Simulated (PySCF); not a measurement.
C₆H₁₃PSi.
Numbering: `[CH2:1]=[CH:2][P:3]1[CH2:4][CH2:5][SiH2:6][CH2:7][CH2:8]1` (hydrogens: H9, H10 on C1; H11 on C2; H12, H13 on C4; H14, H15 on C5; H16, H17 on Si6; H18, H19 on C7; H20, H21 on C8)

Level: PBE0/pcSseg-1 in PySCF, non-relativistic, on one gas-phase PBE0-D3(BJ)/def2-SVP geometry that isn't relaxed in the solvent. The solvent is an IEF-PCM continuum (van der Waals radii × 1.2). Specific hydrogen bonds and non-electrostatic terms are outside this model.

Gas phase at PBE0/pcSseg-1: HOMO -6.61 eV, LUMO -0.34 eV, dipole 0.89 D.

Task: What does the continuum do to the energy, the frontier levels and the dipole at PBE0/pcSseg-1 in chloroform?

Result: 
| solvent | ε | E(solvent) − E(gas) (kcal/mol) | polarisation term (kcal/mol) | distortion of the solute (kcal/mol) | HOMO (eV) | LUMO (eV) | dipole (D) |
| --- | --- | --- | --- | --- | --- | --- | --- |
| chloroform | 4.711 | -2.17 | -2.39 | 0.22 | -6.65 | -0.28 | 1.18 |

Polarisation term: ½ Σ q·V over the induced surface charges. Distortion: the rise of the solute's own energy as its density leaves the gas-phase optimum.

Task: Which Hirshfeld charges (PBE0/pcSseg-1) respond most in chloroform (means over atoms taken as equivalent)?

Result: 
| atoms | environment | gas (e) | solvent (e) | change |
| --- | --- | --- | --- | --- |
| P3 | phosphine phosphorus | +0.143 | +0.125 | -0.018 |
| H11 | vinylic hydrogen | +0.040 | +0.045 | +0.005 |
| H10 | vinylic hydrogen | +0.050 | +0.054 | +0.004 |
| C1 | terminal =CH2 carbon | -0.086 | -0.090 | -0.004 |
| H16/H17 | Si–H hydrogen | -0.085 | -0.088 | -0.003 |
| H12/H13/H20/H21 | methylene hydrogen | +0.034 | +0.037 | +0.003 |

On an Arm Neoverse V2 with one thread, no GPU, shared host with 96 logical CPUs at a one-minute load of 70, this took 51 s of wall time and 1.2 GiB of memory at its peak. This is the whole shielding run at PBE0/pcSseg-1 in chloroform, SCF included.
